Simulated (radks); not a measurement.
Values are calculated unless marked as measured or tabulated.
Question: Isoelectronic series with 16 electrons, each ion in its NIST ground configuration. Level of theory: scalar-relativistic Kohn-Sham, PBE, spin-unpolarised, spherical densities, finite nucleus; Fermi nuclear charge, rms radius of each element as measured or else 0.836 A^(1/3) + 0.57 fm (a radial shooting solver on a logarithmic mesh with Libxc functionals). Total energies (hartree) and orbital eigenvalues (Ry):

| ion | configuration | E (hartree) | 3p | 3s | 2p |
|---|---|---|---|---|---|
| S | [Ne] 3s2 3p4 | -399.04554 | -0.51513 | -1.26832 | -11.50296 |
| Ar2+ | [Ne] 3s2 3p4 | -527.58588 | -2.60354 | -3.71549 | -19.11023 |
| Ca4+ | [Ne] 3s2 3p4 | -675.25901 | -5.68895 | -7.16862 | -28.86477 |
| Ti6+ | [Ne] 3s2 3p4 | -842.09420 | -9.71620 | -11.57222 | -40.69787 |
| Cr8+ | [Ne] 3s2 3p4 | -1028.16471 | -14.66628 | -16.90945 | -54.58718 |
| Fe10+ | [Ne] 3s2 3p4 | -1233.56757 | -20.53125 | -23.17516 | -70.52512 |
| Ni12+ | [Ne] 3s2 3p4 | -1458.41798 | -27.30802 | -30.36944 | -88.51076 |
| Zn14+ | [Ne] 3s2 3p4 | -1702.84576 | -34.99604 | -38.49521 | -108.5468 |
| Ge16+ | [Ne] 3s2 3p4 | -1966.99601 | -43.59628 | -47.55737 | -130.6384 |
| Se18+ | [Ne] 3s2 3p4 | -2251.02835 | -53.11075 | -57.56222 | -154.7924 |
| Kr20+ | [Ne] 3s2 3p4 | -2555.11600 | -63.54225 | -68.51725 | -181.0167 |
| Sr22+ | [Ne] 3s2 3p4 | -2879.44706 | -74.89417 | -80.43105 | -209.3207 |
| Zr24+ | [Ne] 3s2 3p4 | -3224.22434 | -87.17045 | -93.31322 | -239.7147 |
| Mo26+ | [Ne] 3s2 3p4 | -3589.66435 | -100.3755 | -107.1743 | -272.2099 |
| Ru28+ | [Ne] 3s2 3p4 | -3976.00519 | -114.5141 | -122.0260 | -306.8184 |
| Cd32+ | [Ne] 3s2 3p4 | -4812.41171 | -145.6134 | -154.7527 | -382.4281 |
| Sn34+ | [Ne] 3s2 3p4 | -5263.03692 | -162.5859 | -172.6563 | -423.4579 |
| Te36+ | [Ne] 3s2 3p4 | -5735.67741 | -180.5152 | -191.6076 | -466.6581 |

Estimate the row of Pd30+ ([Ne] 3s2 3p4).

Answer: E (hartree) -4383.49831; 3p -129.5915; 3s -137.8809; 2p -343.5532.
